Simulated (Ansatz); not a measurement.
A nudged elastic band was laid between two geometries of CH9ClSi3 (14 atoms, charge 0, multiplicity 1).

Theory: RKS B3LYP/STO-3G (Ansatz).

```
movable images  : 7
climbing image  : yes
spring          : 5.0 eV/Å²
optimiser       : lbfgs
start path      : IDPP
force threshold : 0.05 eV/Å
iteration limit : 59
end points      : relaxed
largest step    : 0.5 Å
```

Image 0:

```xyz
14
Properties=species:S:1:pos:R:3
Si -1.315 1.767 0.875
Si 0.612 0.619 1.134
Si 0.645 -1.393 0.101
C 0.238 -1.282 -1.751
Cl 1.369 -0.117 -2.656
H -1.251 3.045 1.547
H -2.430 1.032 1.427
H -1.600 2.009 -0.520
H 0.844 0.385 2.543
H 1.727 1.410 0.662
H -0.349 -2.292 0.650
H 1.932 -2.042 0.217
H -0.784 -0.914 -1.944
H 0.348 -2.256 -2.257
```

Image 8:

```xyz
14
Properties=species:S:1:pos:R:3
Si -1.562 1.394 1.125
Si 0.346 0.212 1.369
Si 0.687 -1.353 -0.229
C 0.649 -0.640 -1.989
Cl 1.886 0.729 -2.224
H -1.599 2.077 -0.147
H -1.692 2.384 2.169
H -2.717 0.527 1.190
H 0.326 -0.471 2.645
H 1.481 1.107 1.403
H -0.346 -2.368 -0.214
H 1.958 -2.022 -0.066
H -0.330 -0.205 -2.254
H 0.898 -1.400 -2.749
```

(1) Which bonds break or form, and what moves?

(2) What energy profile does the band end with?

(3) What is the geometry of the highest image?

Results:

(1) No bond is made or broken. The dihedral H6–Si1–Si2–Si3 goes from -179 to -59°. The two ends are copies of one structure, up to a mirror image or an exchange of like atoms.

(2) The run converged. The highest image is number 4 of 0 to 8, 0.5 kcal/mol above the ends, which have the same energy within 2 meV. Another band between the same ends (7 images) ends at a top of the same energy, where a vibrational analysis finds 1 clearly imaginary mode. Limits of this set-up: minimal basis.

```json
{"image": "0", "path coordinate (Å)": "0.00", "energy (kcal/mol)": "0.0", "dihedral H6–Si1–Si2–Si3 (°)": "-179"}
{"image": "1", "path coordinate (Å)": "0.58", "energy (kcal/mol)": "0.1", "dihedral H6–Si1–Si2–Si3 (°)": "-165"}
{"image": "2", "path coordinate (Å)": "1.15", "energy (kcal/mol)": "0.3", "dihedral H6–Si1–Si2–Si3 (°)": "-150"}
{"image": "3", "path coordinate (Å)": "1.73", "energy (kcal/mol)": "0.5", "dihedral H6–Si1–Si2–Si3 (°)": "-135"}
{"image": "4", "path coordinate (Å)": "2.31", "energy (kcal/mol)": "0.5", "dihedral H6–Si1–Si2–Si3 (°)": "-120"}
{"image": "5", "path coordinate (Å)": "2.89", "energy (kcal/mol)": "0.5", "dihedral H6–Si1–Si2–Si3 (°)": "-104"}
{"image": "6", "path coordinate (Å)": "3.48", "energy (kcal/mol)": "0.3", "dihedral H6–Si1–Si2–Si3 (°)": "-89"}
{"image": "7", "path coordinate (Å)": "4.06", "energy (kcal/mol)": "0.1", "dihedral H6–Si1–Si2–Si3 (°)": "-74"}
{"image": "8", "path coordinate (Å)": "4.65", "energy (kcal/mol)": "0.0", "dihedral H6–Si1–Si2–Si3 (°)": "-59"}
```

(3) 
```xyz
14
Properties=species:S:1:pos:R:3:forces:R:3
Si -1.535 1.483 1.071 0.00 0.00 0.01
Si 0.368 0.288 1.341 -0.01 0.01 0.01
Si 0.674 -1.374 -0.163 0.01 0.00 0.01
C 0.613 -0.774 -1.963 0.00 0.01 0.00
Cl 1.838 0.583 -2.297 0.00 0.01 0.00
H -1.245 2.877 0.828 -0.01 0.00 0.00
H -2.359 1.399 2.255 -0.01 0.01 -0.01
H -2.320 0.997 -0.041 0.01 -0.01 0.00
H 0.367 -0.320 2.654 0.00 -0.01 0.00
H 1.513 1.170 1.305 0.00 -0.01 0.00
H -0.360 -2.384 -0.067 0.00 0.00 0.00
H 1.947 -2.034 0.026 0.00 -0.01 -0.01
H -0.371 -0.363 -2.245 0.00 0.00 0.00
H 0.859 -1.579 -2.677 0.00 0.00 0.00
```

Time of the run: 4.7 min on 1 thread of Arm Neoverse V1, on a shared host, peak memory 0.14 GiB.
